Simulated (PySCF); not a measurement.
Vertical excitations of a molecule C6H12 from TDA-CAM-B3LYP/def2-SVPD (PySCF), as energy in eV (oscillator strength): 7.82 (0.006), 8.10 (0.002), 8.24 (0.002), 8.37 (0.020), 8.50 (0.000), 8.54 (0.034). Lowest triplet (TDA): 7.64 eV. The structure is a stationary point at B3LYP-D3(BJ)/def2-SVP. Other conformers were not sampled.

### Question
Which molecule gave these data?
A. C/C=C/C(C)C
B. CC/C=C/CC
C. CC(C)C1CC1
D. CC(C)=C(C)C

### Answer
C, CC(C)C1CC1
